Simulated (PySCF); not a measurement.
An equivalent PySCF input for Xe⁺ (xenon, charge +1), [Kr] 4d10 5s2 5p5, 2P determinant, with a scalar-relativistic core potential:

```python
from pyscf import gto, scf, dft, mp, cc
import basis_set_exchange as bse
txt = bse.get_basis("aug-cc-pwCVTZ-PP", elements=["Xe"], fmt="nwchem", header=False)
cut = txt.index("\nECP")
mol = gto.M(atom="Xe 0 0 0", charge=1, spin=1, symmetry="D2h",
            basis=gto.basis.parse(txt[:cut]),
            ecp={"Xe": gto.basis.parse_ecp(txt[cut:])})
mf = dft.UKS(mol, xc="PBE0")
mf.irrep_nelec = {'Ag': (4, 4), 'B1g': (1, 1), 'B2g': (1, 1), 'B3g': (1, 1), 'B1u': (2, 2), 'B2u': (2, 2), 'B3u': (2, 1)}
mf.kernel()
```

It reaches the same state as the run whose output follows, with an energy that differs only through the grid. The run itself started from symmetry-adapted Hartree-Fock orbitals and held the occupation by maximum overlap, on a logarithmic radial grid, so the iterations belong to that start.

```
SCF conv_tol = 1e-09
number electrons alpha = 13  beta = 12
XC functionals = PBE0
    C. Adamo and V. Barone.,  J. Chem. Phys. 110, 6158 (1999)
    M. Ernzerhof and G. E. Scuseria.,  J. Chem. Phys. 110, 5029 (1999)
cycle= 1 E= -328.92351778749  delta_E= -0.00762  |g|= 0.0252  |ddm|= 0.313
cycle= 2 E= -328.923724077552  delta_E= -0.000206  |g|= 0.00755  |ddm|= 0.0375
cycle= 3 E= -328.923738975842  delta_E= -1.49e-05  |g|= 0.00308  |ddm|= 0.011
cycle= 4 E= -328.923740745503  delta_E= -1.77e-06  |g|= 0.000522  |ddm|= 0.00328
cycle= 5 E= -328.92374089393  delta_E= -1.48e-07  |g|= 2.75e-05  |ddm|= 0.000918
cycle= 6 E= -328.923740894235  delta_E= -3.05e-10  |g|= 2.69e-06  |ddm|= 5.79e-05
converged SCF energy = -328.923740894235  <S^2> = 0.7537935  2S+1 = 2.0037899
```

Energies and moments cover only the electrons outside the core potential.
